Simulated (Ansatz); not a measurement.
Gas-phase electronic energies from Ansatz, PBE0-D4/def2-TZVP geometries. CCSD(T)/CBS adds triple-zeta CCSD(T) − MP2 to the extrapolated MP2 energy (def2 sets, frozen cores). DFT in def2-TZVPP. B3LYP here is the variant with VWN-RPA as its local correlation; programs differ in this. Each species was taken in one conformer, which may not be the lowest.

Reaction (redistribution): `O[SiH2]S[SiH](Cl)Cl` + `O[SiH](O)C[SiH2]Cl` → `O[SiH2]C[SiH](O)O` + `Cl[SiH2]S[SiH](Cl)Cl`

```csv
level,ΔE (kcal/mol),difference from CCSD(T)/CBS
r2SCAN-D4,4.3,0.1
PBE0-D4,4.0,-0.2
B3LYP-D4,3.6,-0.6
PBE0,4.0,-0.2
B3LYP,3.6,-0.6
CCSD(T)/def2-TZVPP,4.2,0.0
HF/def2-QZVPP,4.4,0.2
SCS-MP2/def2-QZVPP,4.2,0.0
HF/CBS(def2),4.4,0.2
MP2/CBS(def2),4.2,0.0
CCSD(T)/CBS,4.2,0
```

Largest T1 diagnostic among the species: 0.011.
